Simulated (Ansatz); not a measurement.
`[Cl][Cd][Br]` + CH₄ → `[CH3][Cd][Br]` + HCl  (formal exchange of groups at a Cd–Cl bond)

Program: Ansatz. Geometries: PBE0-D4/def2-TZVP. ΔE: electronic, gas phase. CCSD(T)/CBS is the MP2 limit (def2-TZVPP, def2-QZVPP) plus CCSD(T) − MP2 in def2-TZVPP, frozen cores. This one scheme is used for every species. DFT in def2-TZVPP. Elements past krypton have def2 core potentials. For Br, Cd outer-core shells are correlated without core-valence functions, which leaves a few kJ/mol of doubt a bond. Scalar relativity is left out up to krypton.

(1) Is it downhill or uphill in electronic energy at CCSD(T)/CBS, and by how much? (Best estimate.)

(2) What do these levels give: PBE0-D4, ωB97M-V, BLYP, CAM-B3LYP, MP2/def2-TZVPP, MP2/CBS(def2)? (Best estimate.)

(3) What do rigid-rotor, harmonic-oscillator terms from PBE0-D4/def2-TZVP frequencies (298.15 K, 1 bar) make of the CCSD(T)/CBS value? (Best estimate.)

Largest T1 diagnostic among the species: 0.011.

Answers

(1) Computed: Uphill: ΔE = +132.4 kJ/mol.

(2) Computed: PBE0-D4 130.1, ωB97M-V 132.2, BLYP 125.6, CAM-B3LYP 133.5, MP2/def2-TZVPP 115.8, MP2/CBS(def2) 126.8 kJ/mol.

(3) Computed: ΔZPE = -9.2 kJ/mol, ΔH = +123.2 kJ/mol, ΔS = 9 J/(mol·K), ΔG = +120.6 kJ/mol.

From PBE to PBE0 (25 % exact exchange), in def2-TZVPP and without D4, ΔE moves by +9.2 kJ/mol. In def2-TZVPP, CCSD(T) changes the Hartree–Fock value by −46.5 kJ/mol (the triples alone add −5.1 kJ/mol) and MP2 by −52.0 kJ/mol. Leaving LDA and LC-ωPBE aside and taking each functional with its dispersion term where it has one, the values, not all of them listed here, spread over 23.8 kJ/mol, from PBE-D4 to BHLYP-D4. LDA lies −10.8 kJ/mol from PBE without D4.
